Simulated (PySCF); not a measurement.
## Diatomics with 49 electrons

PBE0 in PySCF with def2-SVPD on every atom (core potentials on Rb, Sr, Cd, In), for the lowest determinant that a PBE0 search found; no spin–orbit coupling. All have 49 electrons, 3 of them in the valence shells, and the same state, a doublet (σ ↑). For ions De leads to the atom and ion picked by measured ionisation energies and electron affinities.

```csv
species,difference of nuclear charges,Re (Å),ωe (cm⁻¹),k (mdyn/Å),De (eV),dissociates to
RbNa⁻,26,4.177,67.6,0.0487,0.74,Rb + Na⁻
RbMg,25,4.125,68.4,0.0515,0.15,Rb + Mg
NaSr,27,3.900,89.8,0.0866,0.27,Na + Sr
CdH,47,1.774,1414,1.18,0.80,Cd + H
InH⁺,48,1.868,1015,0.606,0.29,In⁺ + H
```

Problem. Which member of the whole set has the stiffest bond, and how does it compare with the softest?

Solution. CdH with k = 1.18 mdyn/Å, 24 times that of RbNa⁻.

Weak bonds: InH⁺, NaSr, RbMg. Basis-set superposition, not corrected here, can be much of De in a small basis, most of all at correlated wavefunction levels. Spin–orbit coupling is left out. For an ion De counts to the pair picked by the measured ionisation energies or electron affinities, which need not be the lowest pair at this level. The highest Kohn–Sham level is positive in this anion. Much of that is self-interaction error, but it also means that the finite basis helps to hold the extra electron. States were picked by a PBE0 search and need not be the measured ground states.
